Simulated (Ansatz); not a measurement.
Species: ZnI, net charge 0, doublet state. The spin state was set by rule; other spins were not relaxed. 
Structure (B3LYP-D3(BJ)/def2-TZVP (Ansatz, a program for electronic structure) minimum search):
```xyz
2

Zn     0.0000     0.0000    -1.6289
I      0.0000     0.0000     0.9220
```
Charge 0, spin multiplicity 2.

Quantity: atomisation energy (electronic, to ground-state atoms), in kJ/mol. Valence correlation only, unless marked. Open shells are spin-unrestricted. No spin-orbit coupling. Frozen are the shells of the preceding noble gas and the d and f shells that filled before the atom's block. In def2 rows, elements after Kr have scalar-relativistic effective core potentials. The coupled-cluster limit lacks core correlation, which all-electron functionals hold. CBS(X,Y): correlation extrapolated as X^-3; Hartree-Fock from the larger set.

| level | program | atomisation energy (kJ/mol) |
|---|---|---|
| PBE-D4/def2-TZVPD | Ansatz + dftd4 | (withheld) |
| r2SCAN-D4/def2-TZVPD | Ansatz + dftd4 | 158.2 |
| BHLYP-D3(BJ)/def2-TZVPD | Ansatz + dftd3 | 134.5 |
| BHLYP/def2-TZVPD | Ansatz | 124.7 |
| HSE06/def2-TZVPD | Ansatz | 148.3 |
| CAM-B3LYP/def2-TZVPD | Ansatz | (withheld) |
| B2PLYP/def2-TZVPD | Ansatz | 127.6 |
| RPA@PBE/def2-QZVPP | Ansatz | (withheld) |
| CCSD/def2-SVP | Ansatz | (withheld) |
| CCSD(T)/CBS(def2-TZVPPD,def2-QZVPPD) | Ansatz | 135.9 |

Question: Fill in the missing entries.

Answer: 
- PBE-D4/def2-TZVPD, atomisation energy (kJ/mol): 145.2
- CAM-B3LYP/def2-TZVPD, atomisation energy (kJ/mol): 122.3
- RPA@PBE/def2-QZVPP, atomisation energy (kJ/mol): 98.5
- CCSD/def2-SVP, atomisation energy (kJ/mol): 109.5
